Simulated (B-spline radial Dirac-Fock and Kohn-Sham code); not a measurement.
# Hf⁺ 3p3/2: cross section and angular parameters

System: Hf⁺, [Xe] 4f14 5d1 6s2; threshold 2109.0 eV (orbital energy of the model). Method: Dirac-Hartree-Slater photoionisation with a Latter tail; cross sections with all multipoles, angular parameters from the dipole term and its interference with E2. Computed with an atomic code on a B-spline grid.

For linearly polarised light dσ/dΩ = σ/(4π) [1 + β P₂(cos θ) + (δ + γ cos²θ) sin θ cos φ], with θ from the polarisation vector and φ the angle between the beam and the projection of the electron momentum on the plane normal to the polarisation.

```tsv
hν (eV)	σ (kb)	β	γ	δ
2480	115	1.085	0.371	0.092
2984.4	84.7	1.402	0.181	0.026
3070	80.7	1.431	0.148	0.022
3750	56.3	1.569	-0.019	0.010
4970	?	?	?	?
6000	21.6	1.679	0.093	0.015
7210	14.3	1.683	0.276	0.020
7990	11.3	1.679	0.403	0.022
```

Task: Give the values at 4970 eV.

Result: σ = 32.2 kb, β = 1.657, γ = -0.024, δ = 0.012.
